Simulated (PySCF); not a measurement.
Species: C₃H₆ClNSi.
Atom-mapped SMILES: `[CH2:1]=[CH:2][Si@@H:3]([Cl:4])[N:5]=[CH2:6]` (hydrogens: H7, H8 on C1; H9 on C2; H10 on Si3; H11, H12 on C6)

Cartesian coordinates in Å at the PBE0-D3(BJ)/def2-SVP level; atoms count from 1:
```xyz
12
C3H6ClNSi angstrom
C      0.250   -2.012    1.051
C     -0.176   -3.265    0.849
Si    -1.725   -3.642   -0.095
Cl    -2.921   -4.908    1.060
N     -2.540   -2.141   -0.435
C     -3.724   -1.834   -0.127
H     -0.302   -1.153    0.656
H      1.165   -1.796    1.615
H      0.403   -4.100    1.262
H     -1.483   -4.344   -1.382
H     -4.131   -0.842   -0.394
H     -4.417   -2.511    0.415
```

The closed-shell ground state was solved at several levels (PySCF, density fitting, gas phase, non-relativistic).

```
         level  basis functions  total energy (Eh)  HOMO (eV)  LUMO (eV)  gap (eV)  dipole (D)
B3LYP/pcSseg-1              146          -922.3966      -7.23      -1.41      5.82        1.35
 PBE0/def2-SVP              122          -921.5539      -7.32      -1.02      6.30        1.20
   PBE0/6-31G*              104          -921.8737      -7.32      -0.90      6.42        1.55
 PBE0/IGLO-III              288          -922.0052      -7.43      -1.22      6.21        1.14
 PBE/def2-SVPD              179          -921.4911      -6.10      -2.37      3.73        1.30
 LDA/def2-SVPD              179          -917.8722      -6.21      -2.61      3.60        1.26
PBE0/def2-SVPD              179          -921.5734      -7.48      -1.25      6.23        1.34
 OPBE/pcSseg-1              146          -922.2004      -6.06      -2.22      3.84        1.38
```

(1) What might PBE0/pcSseg-1 (146 basis functions) give for the same quantities?

(2) Over all these levels, which gives the widest orbital gap and which the narrowest?

(3) How much does the basis alone move the frontier levels among the 5 PBE0 rows (the withheld one included)?

(4) In the pcSseg-1 basis, how does the gap go with the fixed share of exact exchange?

(5) How far do the dipole and the HOMO energy spread over the levels?

## Answers

(1) Total energy -921.8669 Eh, HOMO -7.48 eV, LUMO -1.19 eV, gap 6.29 eV, dipole 1.41 D.

(2) PBE0/6-31G* (global hybrid, 25 % exact exchange) has the widest, 6.42 eV, and LDA/def2-SVPD (LDA) the narrowest, 3.60 eV. Functional and basis both differ between the two, so the spread mixes both effects.

(3) The HOMO by 0.16 eV and the LUMO by 0.35 eV. By rising basis size (HOMO, LUMO in eV): 6-31G* -7.32, -0.90; def2-SVP -7.32, -1.02; pcSseg-1 -7.48, -1.19; def2-SVPD -7.48, -1.25; IGLO-III -7.43, -1.22.

(4) OPBE (0 %) 3.84 eV; B3LYP (20 %) 5.82 eV; PBE0 (25 %) 6.29 eV. Each rise in the share widens the gap here.

(5) The dipole runs from 1.14 to 1.55 D (mean 1.32 D) and the HOMO from -7.48 to -6.06 eV.

One conformer stands for the species.
